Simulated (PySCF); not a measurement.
H₂S₂, SMILES SS (connectivity only; charge and spin as stated), charge +1, multiplicity 2. Atoms are numbered in the order given.

```xyz
4

S      0.0950    -0.9877     0.0000
S     -0.0950     0.9877     0.0000
H     -1.2424    -1.2078     0.0000
H      1.2424     1.2078     0.0000
```
Charge +1, spin multiplicity 2.

Coordinates come from a PBE0-D3(BJ)/def2-TZVP optimisation. The spin state was assumed, not searched.

Computed with PBE/def2-TZVPD (PySCF).

### Question
Estimate the frontier levels, dipole moment and polarisability. (The exact figures need the calculation; the answer reports its results.)

### Answer

- α spin, highest occupied and lowest empty level: -12.93 and -8.75 eV
- β spin, highest occupied and lowest empty level: -15.13 and -11.79 eV
- dipole moment about the centre of nuclear charge: 0.00 D
- mean static polarisability: 35.8 bohr³ (5.30 Å³)
- polarisability, principal values: 25.9, 30.8, 50.6 bohr³
- ⟨S²⟩: 0.753 (pure state 0.75)
